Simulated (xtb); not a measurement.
B(H)(I)(Me) (CH4BI), SMILES B(C)I. All values are semi-empirical tight-binding results from xtb (GFN2-xTB unless named), good for trends rather than for accurate numbers. The structure is a stationary point at GFN2-xTB.

Optimised geometry:

```xyz
7

B     -1.4554    -0.0738    -0.4267
H     -2.1945    -0.9202    -0.1001
I      0.5141    -0.1733     0.2917
C     -1.9253     1.0711    -1.3823
H     -2.8548     1.5229    -1.0321
H     -2.1654     0.6540    -2.3632
H     -1.2017     1.8686    -1.5377
```
Charge 0, spin multiplicity 1.

```
Item                                            Value
--------------------------------------  -------------
orbital gap                                   3.67 eV
zero-point energy                       30.5 kcal/mol
G − E(el) at 298.15 K (modified RRHO)   12.3 kcal/mol
static polarisability (D4 model)           58.6 bohr³
solvation energy, GFN2-xTB/ALPB(water)  -2.4 kcal/mol
solvation energy, GFN2-xTB/ALPB(thf)    -5.3 kcal/mol
```

Computed atomic charges and the Wiberg bond orders between heavy atoms:
charges (e) B1 0.30, H2 -0.10, I3 -0.17, C4 -0.19, H5 0.05, H6 0.06, H7 0.05. Bond orders B1–I3 1.12, B1–C4 1.09.
